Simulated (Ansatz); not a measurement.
BCl2(CCH) (C2HBCl2), 6 atoms. Hardware: 2 threads of Intel Xeon Platinum 8259CL on a shared host.

Correlated methods freeze 13 core orbitals.

Problem. How many basis functions does each of these Ansatz runs have, and roughly what does it cost? ωB97X-V/def2-TZVP, charge 0 singlet, energy, from earlier orbitals; B2PLYP/def2-TZVP, charge 0 singlet, energy, from earlier orbitals; PBE0-D4/def2-QZVPP, charge 0 singlet, energy, from earlier orbitals; r2SCANh-D4/def2-TZVP, charge 0 singlet, energy, from earlier orbitals; r2SCAN-D4/def2-TZVP, charge 1 doublet at the geometry of the charge 0 singlet, energy, from earlier orbitals; B3LYP-D4/def2-SVP, charge 0 singlet, frequencies; ωB97X-V/def2-TZVP, charge 1 doublet at the geometry of the charge 0 singlet, energy, from earlier orbitals; r2SCAN-D4/def2-TZVP, charge 0 triplet at the geometry of the charge 0 singlet, energy, from earlier orbitals; RPA@PBE/def2-TZVP, charge 0 singlet, energy, from earlier orbitals; LC-ωPBE/def2-TZVP, charge 0 singlet, energy, from earlier orbitals; PBE0-D4/def2-TZVP, charge 1 doublet at the geometry of the charge 0 singlet, energy, from earlier orbitals; r2SCAN-D4/def2-TZVP, charge 0 singlet, energy, from earlier orbitals.

Solution. Other jobs shared the machine, so times can vary by a factor of up to 3. A dash marks memory too small to be measured apart from the calling script's.

| run | functions | fitting or Cholesky vectors | wall time | peak host memory (GiB) |
| --- | --- | --- | --- | --- |
| LC-ωPBE/def2-TZVP, charge 0 singlet, energy, from earlier orbitals | 173 | 1085 | 4.3 s | – |
| r2SCAN-D4/def2-TZVP, charge 0 singlet, energy, from earlier orbitals | 173 | 1085 | 5.5 s | – |
| RPA@PBE/def2-TZVP, charge 0 singlet, energy, from earlier orbitals | 173 | 1072 | 6 s | – |
| r2SCANh-D4/def2-TZVP, charge 0 singlet, energy, from earlier orbitals | 173 | 1085 | 7.5 s | – |
| ωB97X-V/def2-TZVP, charge 0 singlet, energy, from earlier orbitals | 173 | 1099 | 8.5 s | – |
| B2PLYP/def2-TZVP, charge 0 singlet, energy, from earlier orbitals | 173 | 1072 | 9 s | – |
| PBE0-D4/def2-TZVP, charge 1 doublet at the geometry of the charge 0 singlet, energy, from earlier orbitals | 173 | 1109 | 10 s | – |
| PBE0-D4/def2-QZVPP, charge 0 singlet, energy, from earlier orbitals | 341 | 1325 | 11 s | 0.96 |
| r2SCAN-D4/def2-TZVP, charge 1 doublet at the geometry of the charge 0 singlet, energy, from earlier orbitals | 173 | 1085 | 14 s | – |
| r2SCAN-D4/def2-TZVP, charge 0 triplet at the geometry of the charge 0 singlet, energy, from earlier orbitals | 173 | 1085 | 42 s | – |
| ωB97X-V/def2-TZVP, charge 1 doublet at the geometry of the charge 0 singlet, energy, from earlier orbitals | 173 | 1099 | 43 s | 0.87 |
| B3LYP-D4/def2-SVP, charge 0 singlet, frequencies | 83 | 895 | 61 s | – |
